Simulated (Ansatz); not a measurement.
Mulliken charges of C4H2F4 (`FC1(F)C=CC1(F)F`) from PBE/def2-TZVPP in Ansatz (PBE0-D4/def2-TZVP geometry).

| atom | x (Å) | y (Å) | z (Å) | charge (e) |
| --- | --- | --- | --- | --- |
| F1 | -0.971 | -1.640 | 0.743 | -0.145 |
| C2 | -0.811 | -0.467 | 0.109 | 0.335 |
| F3 | -1.947 | -0.215 | -0.562 | -0.145 |
| C4 | -0.255 | 0.664 | 0.928 | -0.184 |
| C5 | 0.864 | 0.771 | 0.208 | -0.184 |
| C6 | 0.501 | -0.341 | -0.735 | 0.335 |
| F7 | 1.298 | -1.422 | -0.716 | -0.145 |
| F8 | 0.322 | 0.003 | -2.021 | -0.145 |
| H9 | -0.650 | 1.183 | 1.790 | 0.139 |
| H10 | 1.733 | 1.412 | 0.258 | 0.139 |

Task: By hand: the dipole of these point charges (1 e Å = 4.8032 D).

Result: Σ q r = (0.123, 0.301, 0.237) e Å, of length 0.402 e Å = 1.93 D.

Task: How does the dipole of the full density compare? (An estimate is asked.)

Result: Computed: (0.195, 0.478, 0.375) e Å, 3.06 D; the point charges give 0.63 times that, at 0° from its direction.

Point charges leave out the atoms' own dipoles, such as those of lone pairs, and Mulliken's split depends on the basis, so the two needn't agree.
